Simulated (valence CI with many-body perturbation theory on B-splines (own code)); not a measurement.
## Gd59+: E2, E3, M1, M2 decay

Level of theory: configuration interaction combined with many-body perturbation theory (CI+MBPT): three valence electrons over a frozen Dirac-Fock core [He], radial functions for each j: 11 s, 11 p, 9 d, 7 f, 5 g, 2 h, 1 i, with the one-electron correlation potential Σ1, the two-electron term Σ2, the three-electron term Σ3, Breit, model QED; selected CI, second order for the rest (own B-spline code, finite nucleus).

The last digits are not significant, and no measured levels were compared; by estimate large intervals hold to a few tenths of a per cent, small ones and those within an open d or f shell to about a per cent.

Lines 1 to 30 of 30 in falling wavelength, among levels below 9173.6 eV, chosen from the decays that carry over 1 % of a level's rate. Wavelengths and rates use the calculated energies. Electric multipoles are in the length gauge, E1 and E2 with the static RPA response of the core. Weak lines are less certain than strong ones. Lines between different terms over intervals too small for the method are left out, as are lines whose strength nearly cancels. The highest levels of a list are the least certain.

Levels are named by their leading jj configuration (3d3/2^4 stands for four electrons in 3d with j = 3/2), which in mixed levels can hold well under half, so a name can repeat and another be missing. Letters in brackets count levels of one name in rising energy.

```tsv
λ vac (nm)	Upper	Lower	Type	A (s⁻¹)	Branch %
1.782	(2s 2p1/2 2p3/2) J=3/2 [a]	(2s 2p1/2^2) J=1/2	M1	2.07e+09	9.0
1.717	(2s 2p3/2 3d5/2) J=9/2	(2s 2p1/2 3d5/2) J=7/2	M1	1.96e+09	3.5
1.632	(2s^2 2p3/2) J=3/2	(2s^2 2p1/2) J=1/2	M1	1.99e+09	25.2
0.1793	(2s^2 3p1/2) J=1/2	(2s^2 2p3/2) J=3/2	E2	1.26e+12	22.1
0.1768	(2s 2p3/2 3p3/2) J=7/2	(2s 2p3/2^2) J=3/2	E2	3.65e+10	2.2
0.1745	(2s 2p3/2 3p3/2) J=7/2	(2s 2p3/2^2) J=5/2	E2	4.22e+11	25.4
0.1742	(2s 2p3/2 3p3/2) J=1/2 [b]	(2s 2p3/2^2) J=3/2	E2	7.35e+11	8.4
0.1741	(2s 2p1/2 3p3/2) J=5/2	(2s 2p1/2 2p3/2) J=5/2	E2	3.44e+11	1.4
0.1736	(2s^2 3p3/2) J=3/2	(2s^2 2p3/2) J=3/2	E2	6.27e+11	6.2
0.1720	(2s 2p3/2 3p3/2) J=1/2 [b]	(2s 2p3/2^2) J=5/2	E2	2.50e+11	2.9
0.1719	(2s 2p3/2 3d5/2) J=9/2	(2s 2p3/2^2) J=5/2	M2	2.58e+10	46.4
0.1719	(2s 2p3/2 3d5/2) J=9/2	(2s 2p3/2^2) J=5/2	E3	1.50e+09	2.7
0.1580	(2s 2p3/2 3p3/2) J=7/2	(2s 2p1/2 2p3/2) J=5/2	E2	3.27e+11	19.7
0.1578	(2s 2p1/2 3p3/2) J=5/2	(2s 2p1/2^2) J=1/2	E2	6.93e+11	2.8
0.1573	(2s 2p3/2 3p3/2) J=7/2	(2s 2p1/2 2p3/2) J=3/2 [a]	E2	5.12e+11	30.8
0.1572	(2s 2p3/2 3p3/2) J=1/2 [b]	(2s 2p1/2 2p3/2) J=3/2 [b]	E2	7.25e+11	8.3
0.1569	(2s^2 3p3/2) J=3/2	(2s^2 2p1/2) J=1/2	E2	7.57e+11	7.5
0.1559	(2s 2p3/2 3d5/2) J=9/2	(2s 2p1/2 2p3/2) J=5/2	M2	8.23e+09	14.8
0.1559	(2s 2p3/2 3d5/2) J=9/2	(2s 2p1/2 2p3/2) J=5/2	E3	1.35e+09	2.4
0.1552	(2s 2p3/2 3d5/2) J=9/2	(2s 2p1/2 2p3/2) J=3/2 [a]	E3	2.63e+09	4.7
0.1537	(2p1/2 2p3/2 3d3/2) J=5/2 [a]	(2s 2p1/2 2p3/2) J=1/2	E2	1.17e+12	1.1
0.1535	(2p1/2 2p3/2 3d3/2) J=7/2	(2s 2p1/2 2p3/2) J=3/2 [b]	E2	1.51e+12	10.8
0.1529	(2s 2p1/2 3d3/2) J=5/2	(2s^2 2p1/2) J=1/2	E2	1.86e+12	1.1
0.1526	(2p1/2^2 3d3/2) J=3/2	(2s 2p1/2^2) J=1/2	E2	3.67e+12	2.3
0.1523	(2p1/2 2p3/2 3d3/2) J=7/2	(2s 2p1/2 2p3/2) J=5/2	E2	1.78e+12	12.7
0.1519	(2p1/2 2p3/2 3d3/2) J=5/2 [a]	(2s 2p1/2 2p3/2) J=3/2 [a]	E2	1.72e+12	1.6
0.1518	(2p1/2 2p3/2 3d3/2) J=1/2 [a]	(2s 2p1/2 2p3/2) J=3/2 [a]	E2	3.35e+12	2.3
0.1516	(2p1/2 2p3/2 3d3/2) J=7/2	(2s 2p1/2 2p3/2) J=3/2 [a]	E2	4.03e+11	2.9
0.1512	(2p1/2 2p3/2 3d5/2) J=9/2	(2s 2p1/2 2p3/2) J=5/2	E2	3.85e+12	68.9
0.1508	(2p1/2 2p3/2 3d5/2) J=7/2 [a]	(2s 2p1/2 2p3/2) J=3/2 [a]	E2	3.40e+12	10.6
```
